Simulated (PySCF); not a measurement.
B2H5OSi (calculated)

All values are calculated (PySCF 2.14.0). Calculation on a computer-drawn molecule: the log of a Hartree-Fock and frozen-core CCSD(T) single point meant for a local Hartree-Fock minimum, with one planted fault or none, to be diagnosed. Offsets are logged minus clean, where the clean run is the same molecule without the fault. The reference is restricted for singlets and unrestricted otherwise, and also for a bond in bohr or an excited solution. Adding or removing an electron swaps singlet and doublet. The excited solution moves the top pair (singlet) or top alpha electron (doublet) to the lowest empty orbital. Highest occupied and lowest empty are orbital energies over both spins, largest force is the largest gradient component, triples share is (T) over the correlation energy, the T1 limit is 0.02 restricted and 0.045 unrestricted, electrons count all cores, a negative frequency is imaginary (commonest isotopes), and the dipole is about the centre of nuclear charge.

```xyz
9
formula=B2H5OSi meant_charge=1 meant_multiplicity=1 meant_basis=cc-pV(D+d)Z logged_electrons=36 logged_basis_functions=90 logged_SCF_converged=yes logged_spin_squared=0.82 logged_highest_occupied=-12.715 logged_lowest_empty=-5.0022 logged_largest_force=0.016523 logged_T1_diagnostic=0.050778 logged_D1_diagnostic=0.24056 logged_triples_share=0.030856 logged_CC_converged=yes logged_dipole_magnitude=5.89 logged_SCF_stable_within_its_kind=yes logged_energy_HF=-415.70361 logged_energy_CCSD(T)=-416.1656 possible_faults=no_fault,one_electron_removed,one_electron_added,multiplicity_raised_by_two,geometry_at_a_saddle_point,SCF_held_on_an_excited_solution,minimal_basis_STO-3G,one_bond_length_entered_in_bohr,all_coordinates_scaled planted_fault=one_bond_length_entered_in_bohr,row_1_of_the_drawn_bonds HF_energy_offset_from_clean_run=79.47 CCSD(T)_energy_offset_from_clean_run=87.54
B     -1.5490     1.5178     0.5322
B      1.0752    -0.3153     0.2610
O      1.1363    -1.5827     0.9127
Si     1.3090    -2.9651     1.5773
H     -1.6431     2.3166     1.4182
H     -2.4429     1.4200    -0.2575
H      2.0629    -0.0508    -0.3538
H      0.8795    -4.1465     0.8440
H      1.8741    -3.0261     2.9169
```

Units: logged_highest_occupied, logged_lowest_empty in eV; logged_largest_force in hartree/bohr; logged_dipole_magnitude in debye; logged_energy_HF, logged_energy_CCSD(T) in hartree; HF_energy_offset_from_clean_run, CCSD(T)_energy_offset_from_clean_run in kcal/mol.

Drawn bonds:
```tsv
atom	other atom	order
1	2	1
2	3	1
3	4	1
1	5	1
1	6	1
2	7	1
4	8	1
4	9	1
```

Notes: T1 above single-reference limit.
